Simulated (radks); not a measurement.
The numbers below are computed, except where a source is named.
Spherical quantum dot in the effective-mass picture: electrons in a parabolic well V = omega^2 r^2 / 2 with omega = 2.64, with a point charge +1 (a donor) at the centre, all in effective atomic units (hartree* = m*/eps^2 hartree, bohr* = eps/m* bohr), one dielectric constant everywhere. Level of theory: non-relativistic Kohn-Sham, PBEsol, spin-polarised, spherical densities (a radial shooting solver with Libxc functionals). Levels are named by radial order and angular momentum (1s, 1p, 1d, 2s, ...), and open shells are averaged over m. Results are scaled to m* = 0.055 and eps = 11.7, for which hartree* = 10.93 meV and bohr* = 11.26 nm.

N = 4, configuration 1s2 1p(up 2, down 0). This is the lowest configuration that the search found. Occupied and some empty levels:

level    occupation  eigenvalue (meV)  <r> (nm)
1s up             1            63.631     7.539
1s down           1            65.658     7.439
1p up             2            93.948     10.63
1p down           0            96.620     10.64
2s up             0            118.10     11.63
2s down           0            119.80     11.73
1d up             0            121.70     12.77
1d down           0            124.26     12.85
1f up             0            149.42     14.55
1f down           0            151.63     14.65

Energy (meV): total 229.006, kinetic 116.54, external 45.824, Hartree 97.604, exchange-correlation -30.964.
